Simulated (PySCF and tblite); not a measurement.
The numbers below are computed, except where a source is named.
Stationary points of C2H9SSi (charge +1) at PBE0-D3(BJ)/def2-SVP, in Å:

Structure A

```
 1 C     0.294    1.657    0.733
 2 S     0.237   -0.050    1.326
 3 C     1.423   -0.901    0.257
 4 Si   -1.753   -0.786    0.557
 5 H     1.292    2.049    0.971
 6 H     0.099    1.711   -0.347
 7 H    -0.459    2.222    1.299
 8 H     1.388   -1.968    0.519
 9 H     2.418   -0.504    0.498
10 H     1.184   -0.748   -0.804
11 H    -1.710   -2.224    0.910
12 H    -1.709   -0.496   -0.898
13 H    -2.709    0.038    1.331
```

Structure B

```
 1 C     0.363    1.811    0.071
 2 S     0.062    0.043   -0.032
 3 C     1.557   -0.931   -0.248
 4 Si   -1.955   -0.878    0.168
 5 H     1.036    2.012    0.915
 6 H     0.779    2.166   -0.881
 7 H    -0.613    2.281    0.253
 8 H     1.238   -1.982   -0.258
 9 H     2.228   -0.751    0.601
10 H     2.022   -0.671   -1.207
11 H    -1.519   -2.285    0.329
12 H    -2.680   -0.581   -1.087
13 H    -2.517   -0.232    1.376
```

The path came from a restrained scan, a climbing-image band and a saddle search at GFN2-xTB; energies are revPBE/pcSseg-1 + D3(BJ)//PBE0-D3(BJ)/def2-SVP, thermal terms GFN2-xTB.

**Question.** Which structure is a saddle point, and along which motion?

**Answer.** B: one imaginary mode (255i cm⁻¹ at GFN2-xTB, mostly on S2, C3, C1), along the pyramidal inversion at S2.

**Question.** Give their symmetry and energies above the lowest.

**Answer.** A Cs, 0.0 kcal/mol; B C1, 16.0 kcal/mol.

The ion is treated without a counter-ion.
